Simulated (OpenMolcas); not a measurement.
An OpenMolcas run meant for Ni5+ (ANO-RCC-VDZ, DKH2; inactive shells 1s 2s 2p 3s 3p; intended active space 5 electrons in 5 orbitals (3d)). One step of its input:

```
&CASPT2
Multistate=1 1
Frozen=2 3
IPEA=0.25
Shift=2.0
MaxIter=60
WThr=0.0 0.3 0.05
PrWF=0.5
NoMix
```

The run finished. Its levels beside those of a sound run (SS-CASPT2, IPEA 0.25 Eh, imaginary shift 0.1 Eh (closed shells correlated: 3s 3p)), in cm-1 above each run's lowest level:

```
      Level  This run  Usual run
 3d5 6S 5/2       0.0        0.0
 3d5 4G 5/2     46901      46823
 3d5 4G 7/2     47003      46927
 3d5 4G 9/2     47086      47012
3d5 4G 11/2     47116      47042
 3d5 4P 5/2     48078      47641
 3d5 4P 3/2     48246      47806
 3d5 4P 1/2     48451      48009
 3d5 4D 7/2     55022      54704
 3d5 4D 1/2     55239      54920
 3d5 4D 3/2     55368      55046
 3d5 4D 5/2     55388      55065
```

**Question.** Which setting is unsound, and how much does it matter here?

**Answer.** The level shift is far above the usual 0.1 to 0.3 hartree and damps the second-order energy. Against the sound run the excited levels shown move by 260 cm-1 on average and by 440 cm-1 at most.

Term energies are means over components that CASPT2 splits; among the terms shown or strongly mixed into the levels shown the widest spread is 32 cm-1 (3d5 4G, the sound run). Some high roots are left out of the spin-orbit mixing, which shifts the levels that they would mix with. The basis is small and was not contracted for so high a charge. Levels of configurations outside the active space are missing.
